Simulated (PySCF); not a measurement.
Which determinant of ZrF lies lowest?

Unrestricted PBE0; Zr def2-TZVPP with ECP28, F def2-TZVPP; scalar-relativistic core potentials (PySCF 2.14). Outer shells of the fragments: Zr 4d2 5s2; F 2s2 2p5.

Followed along the bond (rough minima from three points):

```
2Ms+1       unpaired  ⟨S²⟩ at the start  R at minimum (Å)  Te (eV)
    4      σ ↑, δ ↑↑               3.75              1.88     0.00
    2            δ ↑               1.31              1.86     0.04
    4  σ ↑, π ↑, δ ↑               3.75              1.93     0.30
    4  σ ↑, π ↑, δ ↑               3.75              1.93     0.30
    2            π ↑               1.59              1.91     0.49
    2      σ ↑, δ ↑↓               1.75              1.88     0.61
```

Solutions found at the starting distance of 2.020 Å, counted from the lowest of them; the search is not exhaustive and high or unbound solutions are not listed, so other states can lie among these:

| 2Ms+1 | unpaired | term | E (eV) | ⟨S²⟩ | ⟨Lz²⟩ | μ (D) |
| --- | --- | --- | --- | --- | --- | --- |
| 4 | σ ↑, δ ↑↑ | ⁴Σ⁻ | 0.00 | 3.75 | 0.00 | -3.98 |
| 2 | δ ↑ | mixed | 0.12 | 1.31 | 4.24 | -2.97 |
| 4 | σ ↑, π ↑, δ ↑ | mixed | 0.18 | 3.75 | 4.93 | -2.86 |
| 4 | σ ↑, π ↑, δ ↑ | mixed | 0.19 | 3.75 | 4.99 | -2.96 |
| 2 | π ↑ | mixed | 0.40 | 1.59 | 3.35 | -2.87 |
| 2 | σ ↑, δ ↑↓ | mixed | 0.62 | 1.75 | 8.02 | -3.17 |

A term symbol is given only where ⟨S²⟩ and ⟨Lz²⟩ are close to those of a pure state; real π, δ and φ orbitals otherwise mix terms. A positive dipole means Zr(−)F(+).

Q: Compare the gap between the two lowest followed solutions at the starting distance with the gap between their minima.

A: At PBE0 the second solution (Ms = 0.5 of mixed spin, unpaired electrons δ ↑) lies +0.12 eV from the first (quartet, unpaired electrons σ ↑, δ ↑↑) at 2.020 Å and +0.04 eV at the minima; the two curves relax by different amounts, since their minima lie near 1.86 and 1.88 Å. A gap this small is a tie at this level.

Spin–orbit coupling is left out. With d or f electrons several states lie close, and the lowest PBE0 determinant need not be the measured ground state.
